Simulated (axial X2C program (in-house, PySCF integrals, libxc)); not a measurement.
Ionising the radicals of a process plasma

Calculated with an axial X2C code built on PySCF integrals, spin-free (one-electron X2C) or two-component (2c: spin–orbit coupling with atomic mean-field Coulomb and Gaunt terms, which also bring small scalar terms), in Dyall basis sets with cores contracted in-house; open shells are unrestricted.

Level PBE0, 2c. Basis sets: As dyall-cv3z, Cu dyall-cv3z, F dyall-av3z, Ga dyall-cv3z, Ge dyall-cv3z, H dyall-v3z, N dyall-av3z, S dyall-av3z, Sn dyall-cv3z, Te dyall-cv3z, Ti dyall-cv3z.

```csv
species,state,ion state,adiabatic IE with zero-point terms (eV),D0 (eV),D0 of the ion (eV)
TiH,"Ω = 3/2 (⟨Sz⟩ = -1.50, ⟨Lz⟩ = 3.00 at PBE0)","Ω = 2 (⟨Sz⟩ = -1.00, ⟨Lz⟩ = 3.00 at PBE0)",6.72,n/a,n/a
SnH,"Ω = 1/2 (⟨Sz⟩ = -0.50, ⟨Lz⟩ = 1.00 at PBE0)",Ω = 0 (closed shell),7.31,n/a,n/a
GeF,"Ω = 1/2 (⟨Sz⟩ = -0.50, ⟨Lz⟩ = 1.00 at PBE0)",Ω = 0 (closed shell),7.51,n/a,n/a
SnTe,Ω = 0 (closed shell),"Ω = 3/2 (⟨Sz⟩ = 0.50, ⟨Lz⟩ = 1.00 at PBE0)",8.20,n/a,n/a
CuH,Ω = 0 (closed shell),"Ω = 1/2 (⟨Sz⟩ = 0.50, ⟨Lz⟩ = 0.00 at PBE0)",9.31,2.58,1.21
AsH,"Ω = 1 (⟨Sz⟩ = 1.00, ⟨Lz⟩ = 0.00 at PBE0)","Ω = 1/2 (⟨Sz⟩ = -0.50, ⟨Lz⟩ = 1.00 at PBE0)",9.66,2.72,n/a
GeS,Ω = 0 (closed shell),"Ω = 3/2 (⟨Sz⟩ = 0.50, ⟨Lz⟩ = 1.00 at PBE0)",9.91,n/a,n/a
GaF,Ω = 0 (closed shell),"Ω = 1/2 (⟨Sz⟩ = 0.50, ⟨Lz⟩ = 0.00 at PBE0)",10.47,n/a,1.40
N₂,Ω = 0 (closed shell),"Ω = 1/2 (⟨Sz⟩ = 0.50, ⟨Lz⟩ = 0.00 at PBE0)",15.73,9.61,8.57
```

(1) Which of these can a metastable argon atom (³P2, 11.55 eV, NIST) ionise on energy grounds?

(2) Which of these can a metastable xenon atom (³P2, 8.32 eV, NIST) ionise on energy grounds?

(3) Give the threshold for dissociative ionisation to the lowest fragments, IE + D0(ion).

Each entry is the lowest single determinant of a limited PBE0 search at one distance. De goes to single-determinant-based atoms at the same level (for ions the charge split of lowest energy) and is withheld (n/a) where an atom does not fit its ground term or J level. Main or longest-lived isotopes. One determinant is a doubtful description, or other states lie close, for TiH, TiH⁺, AsH; these need not be ground states, and all values refer to the states named. Some open-shell Ω = 0 determinants are out of reach, so the Ω given for AsH need not be the lowest component. With several unpaired electrons the Ω given is that of one determinant, not necessarily of the lowest component. Some light 2c atoms are not at their ground J level, so De misses part of their lowering (0.04 eV or less). The functionals have no current term, which raises determinants with orbital currents. These values were not checked against measured ones; errors of some tenths of an eV are usual, and D0 of doubtful transition-metal species is not given.

## Answers

(1) At PBE0, 2c, IE lies below 11.55 eV for TiH, SnH, GeF, SnTe, CuH, AsH, GeS, GaF.

(2) At PBE0, 2c, IE lies below 8.32 eV for TiH, SnH, GeF, SnTe. Within the error of the method (some tenths of an eV) the answer is open for SnTe.

(3) At PBE0, 2c: CuH → Cu+ + H: 10.52 eV; GaF → Ga+ + F: 11.87 eV; N₂ → N+ + N: 24.30 eV.
